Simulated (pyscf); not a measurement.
Structures and frequencies: ωB97X-D3(BJ)/def2-SVP in PySCF. Correlated levels are frozen-core, on RHF or UHF. ΔMP2 is the change of the MP2 total energy from the triple- to the quadruple-zeta basis.

What is the homolytic dissociation enthalpy (298 K, CCSD(T)/def2-TZVPP + ΔMP2(QZVPP)) of the Se–Zn bond of HS–Zn–SeH, to [HS–Zn]• + SeH•?

Se–Zn to [HS–Zn]• + SeH•: 3.52 eV. The radicals are drawn with the spin at the cut bond; how far it spreads was not checked. The CCSD(T) − MP2 part came from Ansatz, without density fitting, on the same reference. The frozen core leaves the outer d or s,p core shells of the metals and heavy elements correlated in the MP2 and CC values, and def2-TZVPP describes them poorly, which can shift differences by a few kcal/mol. Left out: the spin-orbit lowering of SeH, which is large for Br, Se, Te and I. Elements up to Kr have no core potential and no relativistic terms here.
